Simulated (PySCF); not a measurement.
**Identify the compound**

The spectra below were simulated for a compound C₇H₁₁OPSi.

¹H NMR (500 MHz, computed): δ 7.71 (m, 1H), 6.83 (m, 1H), 6.58 (m, 1H), 6.32 (m, 1H), 5.99 (m, 1H), 4.45 (m, 3H), 2.18 (s, 3H).

¹³C{¹H} NMR (computed): δ 169.2 (C), 156.7 (C), 143.0 (CH), 137.7 (CH), 135.2 (CH2), 127.2 (C), 22.7 (CH3).

Calculated, not measured (PySCF 2.14.0 with density-fitted response routines): NMR shieldings at PBE0/pcSseg-1/GIAO, geometry from GFN2-xTB. Isolated molecule, one computed conformer, fast rotation and ring inversion assumed for equivalent nuclei, non-relativistic.

Referencing at the same level of theory: TMS for ¹H (31.72 ppm), ¹³C (186.93 ppm).

What is the structure?

Results:


7 carbon signals for 7 carbons: no two carbons are equivalent. Carbon types of the structure: 3 × C, 2 × CH, 1 × CH2, 1 × CH3, leaving 4 H on heteroatoms. δC 169.2, 156.7, 127.2: fully substituted alkene carbon. δC 143.0, 137.7: alkene CH; as expected for a trigonal carbon in a double bond. δC 135.2: terminal =CH2 carbon; the olefinic region. δC 22.7: allylic methyl carbon; aliphatic region, no heteroatom directly attached. δH 6.83, 6.32: hydrogen on an alkene CH; attached to an sp2 carbon and in the plane of the double bond. δH 6.58, 5.99: hydrogen on a terminal =CH2 carbon; a vinylic proton, deshielded by the sp2 carbon and the C=C anisotropy. δH 2.18: hydrogen on an allylic methyl carbon; allylic position.

The compound is `C=CC1=CC(C)=C([SiH3])[P@@H]1=O`.

The shifts were computed for this structure.

Splittings by ³¹P in the carbon and heteronuclear signals aren't shown, as no couplings were computed. Shifts are as computed. Against solution values, carbons near 30 ppm lie about +3 ppm off and those near 130 ppm about +5 ppm. Of 1211 compounds with measured shifts, 218 miss one by over three times the rms of a fit or turn the order of signals round; such compounds aren't used in these exercises. Multiplicities follow the n + 1 count of equivalent neighbours, as no J values were calculated; m marks all less simple cases, F and P coupling included.
